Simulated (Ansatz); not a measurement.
Reaction (atomization): `N=C[SiH2][SiH2]N` → C• + 8 H• + 2 N• + 2 Si•

Isolated molecules relaxed with PBE0-D4/def2-TZVP in Ansatz; ΔE leaves out vibrations. CBS: MP2 limit from def2 TZ/QZ plus the TZ coupled-cluster correction, frozen cores. This one scheme is used for every species, atoms too. Open shells (•) are unrestricted, without spin–orbit coupling. Spin–orbit coupling would lower the free atoms: a little for C, Si. Each species was taken in one conformer, which may not be the lowest.

| species | HF/def2-TZVPP energy (Eh) |
| --- | --- |
| `N=C[SiH2][SiH2]N` | -729.37405 |
| C• | -37.69248 |
| H• | -0.49981 |
| N• | -54.40275 |
| Si• | -288.85084 |

Question: Work out ΔE.

Answer: ΔE = 8 × (-0.49981) + 2 × (-54.40275) + 2 × (-288.85084) + (-37.69248) − (-729.37405) = 1.17591 Eh = +32.00 eV. CCSD(T)/CBS gives +45.67 eV.

Largest T1 diagnostic among the species: 0.013.

The D4 term adds +0.50 eV with B3LYP and +0.27 eV with PBE0; it sums over pairs of atoms, weighted by their polarisabilities, and B3LYP, whose exchange is more repulsive, gets the larger term. From PBE to PBE0 (25 % exact exchange), in def2-TZVPP and without D4, ΔE moves by −0.78 eV: exact exchange takes away binding that semilocal exchange gives to molecules.

B3LYP here is the variant with VWN-RPA as its local correlation; programs differ in this.

For atomizations the MP2-based limit and the directly extrapolated one differ by several kJ/mol either way, and by 10 to 25 for some Ge, Se and Sn compounds, so smaller differences from it don't rank the levels.
